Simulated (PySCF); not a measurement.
# A thermochemical cycle for SeBr

r²SCAN in PySCF with x2c-SVPall on every atom, spin-free X2C, for the lowest determinant that a PBE0 search found; no spin–orbit coupling. SeBr, a doublet (π ↑), has De = 2.55 eV to neutral atoms, and SeBr⁺, a triplet (π ↑↑), has De = 3.24 eV to Se⁺ + Br.

The adiabatic ionisation energy of SeBr, between the minima, is 8.97 eV.

Task: Which ionisation energy of the Se atom does this level give?

Result: IE(Se) = IE(molecule) + De(ion) − De(neutral) = 8.97 + 3.24 − 2.55 = 9.66 eV; the measured value is 9.752 eV (NIST ASD).

Spin–orbit coupling is left out. For an ion De counts to the pair picked by the measured ionisation energies or electron affinities, which need not be the lowest pair at this level. States were picked by a PBE0 search and need not be the measured ground states.
